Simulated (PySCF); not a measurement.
Correlation energy of Si (silicon, neutral)

[Ne] 3s2 3p1 3d1, one real determinant (an excited configuration). All numbers are calculated (PySCF 2.14, scalar relativity by spin-free X2C-1e, in x2c-TZVPPall with one added diffuse shell each of s, p, d type (6s6p4d1f, 51 functions)). Frozen: [Ne]; 4 electrons correlated.

MP2 pair energies summed by pair of shells (mhartree):

| pair | energy | share (%) |
| --- | --- | --- |
| 3s-3s | -22.51 | 43.8 |
| 3s-3p | -18.19 | 35.4 |
| 3s-3d | -8.62 | 16.8 |
| 3p-3d | -2.07 | 4.0 |

Total MP2 correlation energy: -51.39 mhartree.

Same-spin part -6.52 and opposite-spin part -44.87 mhartree; SCS-MP2 scales them by 1/3 and 6/5 to -56.02 mhartree.

The reference is one real determinant that mixes LS terms of this configuration.
